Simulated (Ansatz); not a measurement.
Basis-set extrapolation for C₃H₅F₃O₄S (`O=S(=O)(OCCO)C(F)(F)F`) (PBE0-D4/def2-TZVP geometry, frozen core, Ansatz). Multiplicity 1, RHF reference.

```tsv
	def2-TZVPP	def2-QZVPP
HF	-1112.087903	-1112.134017
MP2 correlation	-2.367229	-2.567771
CCSD(T) correlation	-2.476820	not run
```

Energies in hartree. Use E(X) = E(∞) + A·exp(−7.88·√X) for Hartree–Fock and E(X) = E(∞) + B·X^(−2.97) for correlation, with X = 3 and 4, and add CCSD(T) minus MP2 of the smaller set to the MP2 limit.

Q: What is the CCSD(T) energy at the basis-set limit?

A: HF limit: -1112.134017 + (-0.046114) × 0.13774 = -1112.14037. MP2 limit: -2.567771 + (-0.200542) × 0.74074 = -2.71632. Higher-order term: -2.476820 − (-2.367229) = -0.10959. Total: -1114.96628 hartree, 252.0 kcal/mol below CCSD(T)/def2-TZVPP.
